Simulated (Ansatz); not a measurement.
Geometry optimisation, Ansatz 0.2.0, RKS PBE-D4/def2-SVP.

Input:

```yaml
crystal:
  periodic: [false, false, false]
  atoms:
    - { symbol: Al, position_ang: [-0.478, 0.2085, -0.4609] }
    - { symbol: O, position_ang: [-0.4816, -1.7436, 0.5096] }
    - { symbol: S, position_ang: [-2.2718, -0.3808, -1.415] }
    - { symbol: H, position_ang: [-1.4391, -1.5174, -0.3034] }
    - { symbol: C, position_ang: [1.0633, 1.3339, 0.082] }
    - { symbol: H, position_ang: [-0.5071, -2.5709, 0.9792] }
    - { symbol: H, position_ang: [0.7344, 2.2012, 0.662] }
    - { symbol: H, position_ang: [1.6364, 1.7154, -0.7681] }
    - { symbol: H, position_ang: [1.7435, 0.7536, 0.7147] }
basis:
  gaussian: { orbitals: def2-SVP }
hamiltonian:
  xc: pbe
  dispersion: d4
relax:
  f_tol: 0.15
  max_steps: 25
  restrain:
    - { distance: [3, 1], at: 2.27, k: 30.0 }
    - { distance: [0, 1], at: 1.87, k: 30.0 }
    - { distance: [3, 2], at: 1.36, k: 30.0 }
```

Run as:

```bash
$ ansatz run input.yaml --threads 2 --pin off --max-ram 3072MiB --backend cpu --events-out ev --progress --plain --runs-dir out
```

Problem. Where does it end, and by what steps?

Solution. The forces met the threshold. The restraints hold the end off the free minimum. After 8 steps the energy has fallen by 1.486 eV (the restraints' own energy left out); H4 moved furthest, 0.61 Å. Joined: S3–H4.

| step | energy less start (eV) | largest force component (eV/Å) | accepted |
| --- | --- | --- | --- |
| 0 | 0.0000 | 2.938 | yes |
| 1 | -0.0654 | 2.136 | yes |
| 2 | -0.4747 | 2.371 | yes |
| 3 | -1.1943 | 1.672 | yes |
| 4 | -1.3834 | 2.044 | yes |
| 5 | -1.4443 | 1.755 | yes |
| 6 | -1.4954 | 1.534 | yes |
| 7 | -1.4891 | 1.504 | yes |
| 8 | -1.4862 | 1.488 | yes |

```xyz
9
Properties=species:S:1:pos:R:3
Al -0.264 -0.129 -0.080
O -0.031 -1.780 0.639
S -2.105 -0.302 -1.245
H -1.794 -1.558 -0.803
C 1.057 1.288 0.115
H -0.829 -2.258 0.916
H 0.632 2.154 0.664
H 1.388 1.657 -0.878
H 1.946 0.929 0.672
```

Run time: 10 s on 2 threads of Intel(R) Xeon(R) Platinum 8488C (Sapphire Rapids) (shared host), peak memory 0.17 GiB.
